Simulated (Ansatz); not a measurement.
`[SiH3]/C=C/I` + `O[Si]Br` → `[SiH3]O[Si]Br` + `C=CI`  (ligand exchange at the Si–C bond)

Gas-phase electronic energies from Ansatz, PBE0-D4/def2-TZVP geometries. CCSD(T)/CBS adds triple-zeta CCSD(T) − MP2 to the extrapolated MP2 energy (def2 sets, frozen cores). DFT in def2-TZVPP. B3LYP here is the variant with VWN-RPA as its local correlation; programs differ in this. Elements past krypton have def2 core potentials. For Br, I outer-core shells are correlated without core-valence functions, which leaves a few kJ/mol of doubt a bond. Scalar relativity is left out up to krypton. One conformer a species, not always the lowest.

`[SiH3]/C=C/I`:

Z-matrix (Å, degrees):
```
Si
C 1 1.863
H 1 1.486 2 108.7
H 1 1.487 2 110.4 3 120.3
H 1 1.487 2 110.4 3 -120.3
C 2 1.324 1 120.9 3 -0.1
H 2 1.087 1 119.6 3 179.9
I 6 2.085 2 124.4 1 -180.0
H 6 1.084 2 123.8 1 0.0
```

`O[Si]Br`:

Z-matrix (Å, degrees):
```
O
Si 1 1.636
H 1 0.963 2 120.7
Br 2 2.289 1 101.2 3 0.0
```

`[SiH3]O[Si]Br`:

Cartesian coordinates in Å:
```
Si 0.207 -0.917 0.039
O -0.334 0.283 -0.977
Si -0.698 1.866 -1.073
Br -0.253 2.576 1.061
H 1.555 -0.568 0.546
H -0.744 -1.078 1.164
H 0.269 -2.162 -0.761
```

`C=CI`:

Cartesian coordinates in Å:
```
C 0.534 -0.126 0.548
C -0.336 0.307 -0.344
I -1.492 -0.947 -1.531
H 0.713 -1.179 0.731
H 1.104 0.590 1.132
H -0.523 1.356 -0.536
```

```tsv
level	ΔE (kJ/mol)	difference from CCSD(T)/CBS
PBE-D4	-76.7	16.1
r2SCAN-D4	-87.3	5.5
PBE0-D4	-82.7	10.1
B3LYP-D4	-94.3	-1.5
ωB97X-V	-91.8	1.0
ωB97M-V	-91.5	1.3
B2PLYP	-93.2	-0.4
PBE	-75.2	17.6
r2SCAN	-87.2	5.6
PBE0	-81.4	11.4
B3LYP	-91.7	1.1
HF/def2-TZVPP	-110.9	-18.1
MP2/def2-TZVPP	-92.0	0.8
SCS-MP2/def2-TZVPP	-96.5	-3.7
CCSD/def2-TZVPP	-95.8	-3.0
CCSD(T)/def2-TZVPP	-92.7	0.1
HF/def2-QZVPP	-112.8	-20.0
MP2/def2-QZVPP	-92.7	0.1
SCS-MP2/def2-QZVPP	-97.0	-4.2
HF/CBS(def2)	-113.0	-20.2
MP2/CBS(def2)	-92.2	0.6
CCSD/CBS(def2)	-96.0	-3.2
CCSD(T)/CBS	-92.8	0
```

Largest T1 diagnostic among the species: 0.012.

From PBE to PBE0 (25 % exact exchange), in def2-TZVPP and without D4, ΔE moves by −6.2 kJ/mol. In def2-TZVPP, CCSD(T) changes the Hartree–Fock value by +18.2 kJ/mol (the triples alone add +3.2 kJ/mol) and MP2 by +18.9 kJ/mol.
